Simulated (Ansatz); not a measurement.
The cluster Al3Ru. Charge 0, multiplicity 2. Geometry PBE-D4/def2-SVP; atoms count from 1.

Cartesian coordinates in Å:
```
Ru 1.0669 -0.1979 0.1415
Al -0.1868 -0.2536 -1.7662
Al -0.7450 -1.2445 1.0557
Al -0.1350 1.6960 0.5690
```

In the def2 sets Ru takes a core potential; there is no spin–orbit coupling. The structure comes from a short search, and lower isomers may exist.

Q: Estimate the Mulliken populations from the PBE0/def2-TZVP orbitals of Ansatz.

A: 
```json
{"atom": "Ru1", "charge (e)": "-0.07", "spin (α − β)": "0.12", "d electrons": "7.44"}
{"atom": "Al2", "charge (e)": "0.02", "spin (α − β)": "0.29", "d electrons": "–"}
{"atom": "Al3", "charge (e)": "0.02", "spin (α − β)": "0.29", "d electrons": "–"}
{"atom": "Al4", "charge (e)": "0.02", "spin (α − β)": "0.29", "d electrons": "–"}
```
Mulliken values and Mayer orders depend strongly on the basis.

Q: Where does the spin sit?

A: Summed by element: Ru 0.12, Al 0.88, of 1 unpaired in all. Largest on single atoms: Al2 0.29, Al4 0.29, Al3 0.29.

Q: And the Mayer bond orders between bonded heavy atoms (over 0.3)?

A: Ru1–Al2 1.54 (2.28 Å); Ru1–Al3 1.54 (2.28 Å); Ru1–Al4 1.54 (2.28 Å). Values over 0.3 also appear between atoms too far apart for a bond (Al2–Al3 0.32 at 3.04 Å; Al2–Al4 0.32 at 3.04 Å; Al3–Al4 0.32 at 3.04 Å); they arise where an orbital or an unpaired electron spreads over both atoms.
